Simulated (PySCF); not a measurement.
## Excitation energy of Ga⁺ by level of theory

Ga⁺ [Ar] 3d10 4s2 (1S) → Ga⁺ [Ar] 3d10 4s1 4d1 (3D), as a difference of total energies. Computed with PySCF 2.14 in aug-cc-pwCVTZ-PP with ECP10MDF (8s7p6d4f1g, 96 functions), with scalar relativity through the core potential. Correlated levels: valence: 3s2 3p6 3d10 frozen. The calculations carry no spin-orbit coupling.

| method | excitation energy (eV) |
| --- | --- |
| UHF | 12.603 |
| MP2 (valence) | 13.243 |
| SCS-MP2 (valence) | 13.461 |
| CCSD (valence) | 13.447 |

How much does correlation contribute at MP2 (valence)?

13.243 − (12.603) = 0.640 eV, measured against UHF.

Errors of the correlated levels include the incompleteness of this basis and the frozen core.

With two correlated electrons CCSD is exact in that space.

For comparison: 14.116 eV (measured; NIST levels, between the centres of gravity of the two terms).
